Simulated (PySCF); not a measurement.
AgI, SMILES [I][Ag], multiplicity 1.

Coordinates come from a PBE0-D3(BJ)/def2-TZVP optimisation. The multiplicity is an assumed one; other spin states were not compared. The def2 effective core potentials stand for the cores of Ag, I; spin–orbit coupling is left out.

These are PBE/def2-TZVPD in PySCF values and carry that method's errors.

Isolated molecule, no solvent.

Computed frontier levels, gap, dipole moment and polarisability:
```
Property                                                                                                        Value
---------------------------------------------------------------------------------------------  ----------------------
highest occupied level                                                                                       -5.86 eV
lowest empty level                                                                                           -3.95 eV
orbital gap                                                                                                   1.91 eV
dipole moment                                                                                                  4.25 D
quadrupole, principal values (traceless, Buckingham form, about the centre of nuclear charge)  -4.18, -4.18, 8.36 D·Å
mean static polarisability                                                                      70.9 bohr³ (10.51 Å³)
polarisability, principal values                                                               57.5, 57.5, 97.7 bohr³
```
